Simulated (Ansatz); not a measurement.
## Which is lower?

The two ends of one reaction step of BH₄ClO₂, singlet (PBE0-D4/def2-TZVP).

A:

```xyz
8
angstrom
B -0.6914 0.3668 0.2290
H 2.1615 -1.0754 -0.3001
O -0.5254 0.7352 -1.0659
O -1.3309 -0.7757 0.5522
H 2.1435 -0.9349 0.4328
Cl -0.0788 1.3773 1.5485
H -0.0536 1.5642 -1.1702
H -1.6250 -1.2576 -0.2264
```

B:

```tsv
atom	x (Å)	y (Å)	z (Å)
B1	0.0358	0.0898	-0.7830
H2	1.1792	0.4095	-0.9177
O3	-0.8338	-0.0354	-1.8164
O4	-0.4160	-0.1615	0.4779
H5	0.5708	-0.0586	2.0533
Cl6	1.2554	0.0118	3.1527
H7	-0.4459	0.1570	-2.6718
H8	-1.3455	-0.4127	0.5050
```

Program: Ansatz 0.2.0. Basis: def2-TZVPP. Cores are frozen in the correlated methods. B3LYP uses VWN-RPA correlation.

Question: Which structure is lower at CCSD(T), and by how much? (An estimate is asked for; the value comes from the calculation.)

Answer: The calculation gives: A, by 41.1 kJ/mol (electronic energy, against the other). By their contacts, A is a complex of BH₂ClO₂ ([OH][B]([OH])[Cl]) + H₂ and B is a complex of BH₃O₂ ([OH][BH][OH]) + HCl.

All methods give the same order:

```json
{"method": "SPW92", "E(B) − E(A) (kJ/mol)": "34.9"}
{"method": "PBE-D4", "E(B) − E(A) (kJ/mol)": "43.0"}
{"method": "BLYP-D4", "E(B) − E(A) (kJ/mol)": "40.8"}
{"method": "r2SCAN-D4", "E(B) − E(A) (kJ/mol)": "48.5"}
{"method": "B97M-V", "E(B) − E(A) (kJ/mol)": "47.4"}
{"method": "PBE0-D4", "E(B) − E(A) (kJ/mol)": "42.4"}
{"method": "B3LYP-D4", "E(B) − E(A) (kJ/mol)": "39.5"}
{"method": "r2SCAN0-D4", "E(B) − E(A) (kJ/mol)": "46.4"}
{"method": "BHLYP-D4", "E(B) − E(A) (kJ/mol)": "38.0"}
{"method": "CAM-B3LYP-D4", "E(B) − E(A) (kJ/mol)": "35.7"}
{"method": "wB97X-V", "E(B) − E(A) (kJ/mol)": "42.4"}
{"method": "wB97M-V", "E(B) − E(A) (kJ/mol)": "44.3"}
{"method": "B2PLYP", "E(B) − E(A) (kJ/mol)": "38.7"}
{"method": "PBE-QIDH", "E(B) − E(A) (kJ/mol)": "43.1"}
{"method": "RPA on PBE", "E(B) − E(A) (kJ/mol)": "40.3"}
{"method": "HF", "E(B) − E(A) (kJ/mol)": "36.1"}
{"method": "MP2", "E(B) − E(A) (kJ/mol)": "46.4"}
{"method": "CCSD", "E(B) − E(A) (kJ/mol)": "38.5"}
{"method": "CCSD(T)", "E(B) − E(A) (kJ/mol)": "41.1"}
```

T1 diagnostic: at most 0.012.

Labels in which every atom is bracketed show which atoms are joined, not bond orders.

For scale, one of the runs: CCSD(T)/def2-TZVPP, 191 basis functions, launched by `ansatz run in.yaml --threads 2 --pin off --events-out ev --progress --plain --max-ram 4352MiB`. The run took 71 s on 2 CPU threads of an Arm Neoverse V1 (shared host), with 2.1 GiB of host memory at its peak.
